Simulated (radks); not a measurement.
All-electron atom: Kr+ in [Ar] 3d10 4s2 4p5.

All-electron calculation, scalar-relativistic Kohn-Sham, SCAN, spin-polarised, spherical densities, finite nucleus; open shells are filled with parallel spins first; meta-GGA in the generalised Kohn-Sham scheme; Fermi nuclear charge, rms radius 4.1884 fm. Program: a radial shooting solver on a logarithmic mesh with Libxc functionals.

Energy parts (eV):
part                       energy
total                  -75931.686
kinetic                 77671.603
electron-nucleus      -182737.083
Hartree                 31767.373
exchange-correlation    -2633.578

Orbitals (lengths in bohr, moments of r in powers of bohr; <r^-3> diverges for s and p1/2; r(max) is where P^2 peaks; r(90%) holds 90 % of the orbital's charge):
| orbital | occ. | eigenvalue (eV) | r(90%) | <r^2> | r(max) | <r^-3> |
|---|---|---|---|---|---|---|
| 1s up | 1 | -14206.65 | 0.0742 | 0.002320 | 0.02708 | - |
| 1s down | 1 | -14206.55 | 0.0742 | 0.002320 | 0.02708 | - |
| 2s up | 1 | -1892.021 | 0.283 | 0.03964 | 0.1540 | - |
| 2s down | 1 | -1891.983 | 0.283 | 0.03964 | 0.1540 | - |
| 2p up | 3 | -1671.660 | 0.261 | 0.03138 | 0.1235 | 1496 |
| 2p down | 3 | -1671.570 | 0.261 | 0.03138 | 0.1235 | 1496 |
| 3s up | 1 | -282.6858 | 0.786 | 0.3215 | 0.4664 | - |
| 3s down | 1 | -282.5918 | 0.786 | 0.3215 | 0.4665 | - |
| 3p up | 3 | -211.6503 | 0.822 | 0.3408 | 0.4631 | 222.3 |
| 3p down | 3 | -211.5325 | 0.822 | 0.3406 | 0.4633 | 222.2 |
| 3d up | 5 | -94.8135 | 0.909 | 0.3805 | 0.4125 | 26.88 |
| 3d down | 5 | -94.6510 | 0.907 | 0.3791 | 0.4125 | 26.91 |
| 4s up | 1 | -35.5502 | 2.28 | 2.714 | 1.333 | - |
| 4s down | 1 | -34.3376 | 2.29 | 2.731 | 1.330 | - |
| 4p up | 3 | -20.4983 | 2.73 | 3.793 | 1.515 | 20.19 |
| 4p down | 2 | -19.3659 | 2.77 | 3.866 | 1.513 | 19.95 |

The highest occupied level is 4p down at -19.366 eV. Spin moment in Bohr magnetons: 1. The spin density at the nucleus is 0.2370 e/bohr^3 (1s -0.1522, 2s 0.1106, 3s 0.2899, 4s -0.0113).
